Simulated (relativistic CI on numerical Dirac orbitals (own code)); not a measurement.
# Sr6+: calculation against measurement

Calculated at this level of theory: Dirac-Coulomb-Breit CI, separate exchange-only KLI orbitals for each configuration, model QED (radiative potential, 1s self-energy scaled to tabulated hydrogen-like ionisation energies), unscaled Slater integrals (own radial code, finite nucleus).

Configurations in the expansion (outside the closed core [Ar] 3d10): 4s2.4p2, 4s.4p3, 4s2.4p.4d, 4p4, 4s.4p2.4d, 4s2.4p.4f, 4s2.4p.5s, 4s.4p2.4f, 4s2.4p.5p, 4p3.4d, 4s2.4p.5d, 4s.4p.4d2, 4s.4p2.5s, 4s2.4p.6s, 4s2.4d.4f, 4s2.4p.6p, 4s2.4p.5f, 4s.4p2.5p, 4s2.4p.5g, 4s2.4p.6d, 4p3.4f, 4s2.4p.7s, 4s.4p.5s2, 4s2.4p.7p, 4s2.4p.6f, 4s.4p2.5d, 4s2.4d.5p, 4s.4p2.6s, 4s2.4d2, 4s.4d3, 4s.4d2.4f, 4p2.4d2, 4p.4d3, 4p.4d2.4f, 4p.4d2.5s, 4s2.4f2, 4s.4d.4f2, 4s.4f3, 4p2.4f2, 4p.4d.4f2, 4p.4f3, 4p.4f2.5s, 4s2.4d.5s, 4s.4d2.5s, 4s.4d.4f.5s, 4s.4p.4d.4f, 4s.4p.5s.5p, 4s.4d.5s.5p, 4p.4d.5s.5p, 4s.4f.5s.5p, 4s.5s2.5p, 4p.4f.5s.5p, 4p2.4d.5s, 4p.4d.4f.5s, 4p.4d.5s2. Double excitations out of closed p, d and f shells are left out; levels of such configurations are missing from the list, as are those of other unlisted configurations, and high levels can miss mixing partners. These lack a partner that the ground configuration has and come out too high: 4s.4p2.5p, 4s.4p2.5d, 4s.4p2.6s, 4s2.4p.5p, 4s2.4p.5d.

```
Configuration  Term (tabulated)  J  Measured (cm⁻¹)  Computed  Error  Purity (%)
      4s2.4p2                3P  0              0.0         0      0          93
      4s2.4p2                3P  1           6845.0      6465   -380          97
      4s2.4p2                3P  2          12545.0     12279   -266          84
      4s2.4p2                1D  2          28490.0     28955    465          84
      4s2.4p2                1S  0          51814.0     54265   2451          91
       4s.4p3               3D°  1         167806.0    166222  -1584          85
       4s.4p3               3D°  2         167977.0    166403  -1574          83
       4s.4p3               3D°  3         170427.0    168678  -1749          90
       4s.4p3               3P°  0         190425.0    190726    301          90
       4s.4p3               3P°  1         191215.0    191442    227          86
       4s.4p3               3P°  2         192193.0    192247     54          77
       4s.4p3               1D°  2         213095.0    214080    985          58
       4s.4p3               3S°  1         232870.0    242180   9310          70
       4s.4p3               1P°  1         247754.0    256039   8285          63
```

Measured levels from Sansonetti, J. Phys. Chem. Ref. Data 41, 013102 (2012); pairs were made by configuration, J and term (by order where the table uses no LS term), so strongly mixed levels may be paired wrongly.

Mean error by configuration (cm⁻¹): 4s2.4p2 568; 4s.4p3 1584. Over the excited levels the mean absolute error is 2125 cm⁻¹ (13 of the 13 excited levels that our extract of the source holds in range could be paired), and the median relative error of those above 1,000 cm⁻¹ is 1 %.
